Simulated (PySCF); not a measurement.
## As²⁺: ionisation energy

As²⁺ [Ar] 3d10 4s2 4p1 (2P) → As³⁺ [Ar] 3d10 4s2 (1S), as a difference of total energies. All numbers are calculated (PySCF 2.14, scalar relativity by spin-free X2C-1e, in aug-cc-pVDZ-DK (6s5p3d, 36 functions)). Correlated levels: valence: [Ar] 3d10 frozen. The calculations carry no spin-orbit coupling.

| method | ionisation energy (eV) |
| --- | --- |
| UHF | 27.474 |
| PBE | 28.133 |
| r2SCAN | 28.353 |
| B3LYP | 28.231 |
| B2PLYP | 27.968 |
| wB97X-V | 28.000 |
| TPSSh | 28.168 |
| MP2 (valence) | 27.627 |
| SCS-MP2 (valence) | 27.608 |

**Question.** Estimate what LDA gives.

**Answer.** 28.270 eV, closest to B3LYP among the rows shown.

**Question.** Estimate what PBE0 gives.

**Answer.** 28.154 eV, closest to TPSSh among the rows shown.

A first-order spin-orbit estimate (lowest level to lowest level, LS coupling) adds 0.216 eV.

Errors of the correlated levels include the incompleteness of this basis and the frozen core.

For comparison: 28.349 ± 0.012 eV (measured; NIST Atomic Spectra Database, ionization energies).
